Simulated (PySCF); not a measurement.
Gas-phase reaction: 2 ZnH2 + 3 CO2 = 2 Zn(OH)2 + C3O2, at 2500 K and a standard pressure of 1 bar. Level: PBE0/def2-SVP†.

Energies from PySCF, thermal terms from the rigid-rotor harmonic-oscillator model, ideal gas at 1 bar. † marks an energy on the PBE0/def2-TZVP geometry and frequencies. All species are closed-shell singlets. Zn: all electrons, no relativistic terms. No R ln 2 is added for the mirror-image form of Zn(OH)2. ZnH2, Zn(OH)2: computed as isolated molecules; such fragments, hydroxides, amides, oligomers or adducts are transient or little studied in the gas. The harmonic model lacks anharmonicity and excited electronic states, which grow with temperature; levels with a mode under 35 cm⁻¹ are left out. Soft modes under 120 cm⁻¹ make the harmonic entropy rough for C3O2.

```json
[
 {"species": "ZnH2", "E (Ha)": "-1780.04492", "H(2500 K) − E (kJ/mol)": "160.4", "S°(2500 K) (J/mol/K)": "308.7"},
 {"species": "CO2", "E (Ha)": "-188.24344", "H(2500 K) − E (kJ/mol)": "160.9", "S°(2500 K) (J/mol/K)": "321.2"},
 {"species": "Zn(OH)2", "E (Ha)": "-1930.27905", "H(2500 K) − E (kJ/mol)": "287.7", "S°(2500 K) (J/mol/K)": "472.9"},
 {"species": "C3O2", "E (Ha)": "-264.23411", "H(2500 K) − E (kJ/mol)": "289.5", "S°(2500 K) (J/mol/K)": "471.4"}
]
```
E: electronic energy; H − E holds the zero-point and thermal terms. 1 Ha = 2625.5 kJ/mol.

Work out ΔH°, ΔS°, ΔG° and log10 K from these numbers.

1. ΔE = 2×(-1930.27905) + 1×(-264.23411) − 2×(-1780.04492) − 3×(-188.24344) = 0.02795 Ha = 73.4 kJ.
2. Δ(H − E) = 2×(287.7) + 1×(289.5) − 2×(160.4) − 3×(160.9) = 61.4 kJ, so ΔH° = 134.8 kJ.
3. ΔS° = 2×(472.9) + 1×(471.4) − 2×(308.7) − 3×(321.2) = -163.8 J/K; the number of gas molecules changes by -2.
4. ΔG° = ΔH° − TΔS° = 134.8 − 2500×(-163.8)/1000 = 544.3 kJ.
5. log10 K = −ΔG°/(RT ln 10) = -11.37, with RT ln 10 = 47.86 kJ/mol; at standard pressures the reactants are favoured.
6. A shift of 10 kJ in ΔE would move log10 K by 0.21 here.
For scale, ΔH°(298 K) is 111 kJ at this level, 65 kJ at ωB97M-V/def2-TZVP†, and runs from -28 to 492 kJ over the 20 levels computed.
